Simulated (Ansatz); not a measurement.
Cost and result for the atomization energy of `CCC(C(C)=O)C(C)=O` (21 atoms, 20 bonds).

Z-matrix (Å, degrees):
```
C
C 1 1.519
H 1 1.094 2 112.0
H 1 1.093 2 111.2 3 119.9
H 1 1.092 2 111.0 3 -120.2
C 2 1.523 1 112.7 3 -60.6
H 2 1.092 1 111.2 3 62.6
H 2 1.094 1 109.7 3 178.9
C 6 1.528 2 111.9 1 -175.0
C 6 1.530 2 114.3 1 65.0
H 6 1.093 2 111.0 1 -53.8
O 9 1.205 6 121.2 2 -33.1
C 9 1.499 6 115.8 2 148.2
C 10 1.501 6 117.2 2 43.1
O 10 1.206 6 120.3 2 -139.4
H 13 1.093 9 110.2 6 46.4
H 13 1.095 9 109.0 6 -70.3
H 13 1.088 9 110.5 6 169.3
H 14 1.088 10 109.5 6 167.5
H 14 1.093 10 110.6 6 45.1
H 14 1.093 10 109.9 6 -72.7
```

The species carries charge 0 and has multiplicity 1. All single points use the PBE0-D4/def2-TZVP geometry. It is one conformer, not always the lowest. Program: Ansatz. All runs use 5 threads of an AMD EPYC 7R13 on a shared host and a share of an NVIDIA H100 80 GB. Times are those of one run each, without the atoms' runs, and a repeat can differ threefold. Electronic energies, without spin–orbit coupling; frozen cores. CCSD(T)/CBS adds CCSD(T) − MP2 in def2-TZVPP to the MP2 limit, and its time is that of the two runs behind it. T1 = 0.014. B3LYP takes the VWN-RPA correlation (the form of Gaussian; ORCA's B3LYP/G).

CCSD(T)/CBS is a level of theory with its own doubt, some kJ/mol a heavy atom from the limit and from the frozen cores, so smaller differences don't rank the functionals.

| level | functions | wall time |
| --- | --- | --- |
| r2SCAN-D4/def2-TZVPP (with forces) | 447 | 12 s |
| BHLYP-D4/def2-TZVPP | 447 | 13 s |
| PBE-QIDH/def2-TZVPP | 447 | 13 s |
| revPBE-D4/def2-TZVPP | 447 | 13 s |
| LDA (SPW92)/def2-TZVPP | 447 | 14 s |
| B3LYP-D4/def2-TZVPP (with forces) | 447 | 15 s |
| PBE0-D4/def2-TZVPP | 447 | 16 s |
| r2SCANh-D4/def2-TZVPP | 447 | 16 s |
| MP2/def2-QZVPP | 873 | 16 s |
| B2PLYP/def2-TZVPP | 447 | 16 s |
| CCSD(T)/def2-SVP | 186 | 24 s |
| CCSD(T)/def2-TZVPP | 447 | 42 s |
| CCSD(T)/CBS(def2) | – | 58 s |

**Question.** What atomization energy does each give, and how far from CCSD(T)/CBS? (Best estimate.)

**Answer.** The calculation gave: 
```json
{"level": "r2SCAN-D4/def2-TZVPP (with forces)", "atomization (kcal/mol)": "2138.2", "difference from CCSD(T)/CBS": "12.2", "per bond": "0.6"}
{"level": "BHLYP-D4/def2-TZVPP", "atomization (kcal/mol)": "2062.1", "difference from CCSD(T)/CBS": "-63.9", "per bond": "-3.2"}
{"level": "PBE-QIDH/def2-TZVPP", "atomization (kcal/mol)": "2124.8", "difference from CCSD(T)/CBS": "-1.2", "per bond": "-0.1"}
{"level": "revPBE-D4/def2-TZVPP", "atomization (kcal/mol)": "2136.7", "difference from CCSD(T)/CBS": "10.7", "per bond": "0.5"}
{"level": "LDA (SPW92)/def2-TZVPP", "atomization (kcal/mol)": "2451.1", "difference from CCSD(T)/CBS": "325.1", "per bond": "16.3"}
{"level": "B3LYP-D4/def2-TZVPP (with forces)", "atomization (kcal/mol)": "2128.9", "difference from CCSD(T)/CBS": "2.9", "per bond": "0.1"}
{"level": "PBE0-D4/def2-TZVPP", "atomization (kcal/mol)": "2146.6", "difference from CCSD(T)/CBS": "20.6", "per bond": "1.0"}
{"level": "r2SCANh-D4/def2-TZVPP", "atomization (kcal/mol)": "2124.4", "difference from CCSD(T)/CBS": "-1.6", "per bond": "-0.1"}
{"level": "MP2/def2-QZVPP", "atomization (kcal/mol)": "2146.8", "difference from CCSD(T)/CBS": "20.8", "per bond": "1.0"}
{"level": "B2PLYP/def2-TZVPP", "atomization (kcal/mol)": "2108.2", "difference from CCSD(T)/CBS": "-17.8", "per bond": "-0.9"}
{"level": "CCSD(T)/def2-SVP", "atomization (kcal/mol)": "2047.8", "difference from CCSD(T)/CBS": "-78.2", "per bond": "-3.9"}
{"level": "CCSD(T)/def2-TZVPP", "atomization (kcal/mol)": "2077.8", "difference from CCSD(T)/CBS": "-48.2", "per bond": "-2.4"}
{"level": "CCSD(T)/CBS(def2)", "atomization (kcal/mol)": "2126.0", "difference from CCSD(T)/CBS": "0.0", "per bond": "0.0"}
```

The D4 term adds +18.9 kcal/mol with B3LYP and +10.3 kcal/mol with PBE0; it sums over pairs of atoms, weighted by their polarisabilities, and B3LYP, whose exchange is more repulsive, gets the larger term. At CCSD(T), def2-SVP lies −78.2 kcal/mol from the extrapolated value and def2-TZVPP −48.2 kcal/mol: correlation converges slowly with the basis, and small sets miss more of it in the bonded molecule than in its fragments. From BLYP to BHLYP (50 % exact exchange), in def2-TZVPP and without D4, the atomization energy moves by −54.9 kcal/mol: exact exchange takes away binding that semilocal exchange gives to molecules.
